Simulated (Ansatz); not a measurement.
System: BeH$_{2}$, net charge 0, singlet state. SMILES: [BeH2]
Coordinates optimised at B3LYP-D3(BJ)/def2-TZVP (Ansatz, a quantum-chemistry and plane-wave program):
```
Be
H 1 1.3301
H 1 1.3301 2 180.00
```

Wanted: vertical ionisation energy (to the doublet state of charge +1; each state is the SCF solution reached for its spin), in eV. Correlated levels leave the core frozen unless marked. Open shells are spin-unrestricted. Spin-orbit coupling is left out. No relativistic terms. CBS marks a two-point X^-3 extrapolation of the correlation energy; Hartree-Fock from the larger set. The program attaches cautions to a run behind CCSD(T)/CBS(def2-TZVPPD,def2-QZVPPD): other roots.

```tsv
level	program	vertical ionisation energy (eV)
PBE/def2-TZVPD	Ansatz	11.63
r2SCAN/def2-TZVPD	Ansatz	11.66
B3LYP/def2-TZVPD	Ansatz	11.87
wB97M-V/def2-TZVPD	Ansatz	11.95
```

**Question.** What does CCSD(T)/CBS(def2-TZVPPD,def2-QZVPPD) (Ansatz) give?

**Answer.** 12.12 eV, so wB97M-V/def2-TZVPD differs from it by -0.17 eV.
